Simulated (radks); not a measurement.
The numbers below are computed, except where a source is named.
All-electron atom: Ga IV in [Ar] 3d9.5 4p0.5 (fractional occupations, a model configuration). Code: a radial shooting solver on a logarithmic mesh with Libxc functionals. Model: scalar-relativistic Kohn-Sham, PBE, spin-polarised, spherical densities, finite nucleus; open shells are filled with parallel spins first; Fermi nuclear charge, rms radius 3.9973 fm.

Unscreened Slater integrals over Kohn-Sham orbitals (cm^-1). They are taken over the spin-up orbitals.

integral    value
F0(4p,4p)   88356
F2(4p,4p)   47095
F0(4p,3d)  113230
F2(4p,3d)   25654
G1(4p,3d)   10143
G3(4p,3d)  8880.8
F0(4p,3p)  114560
F2(4p,3p)   22487
G0(4p,3p)  5808.0
G2(4p,3p)  6684.0
F0(4p,3s)  114880
G1(4p,3s)  6548.6
F0(3d,3d)  264300
F2(3d,3d)  123050
F4(3d,3d)   76696
F0(3d,3p)  277350
F2(3d,3p)  131450
G1(3d,3p)  161590
G3(3d,3p)   98577
F0(3d,3s)  281980
G2(3d,3s)  122840
F0(3p,3p)  293920
F2(3p,3p)  146880
F0(3p,3s)  298880
G1(3p,3s)  197700
F0(3s,3s)  304330

Derived for the open shells (J is the average intra-shell exchange parameter used in DFT+U). 3d: Racah B = F2/49 - 5 F4/441 = 1642 cm^-1, C = 35 F4/441 = 6087 cm^-1, C/B = 3.71, F4/F2 = 0.623, J = (F2 + F4)/14 = 14270 cm^-1. 4p: J = F2/5 = 9419 cm^-1.
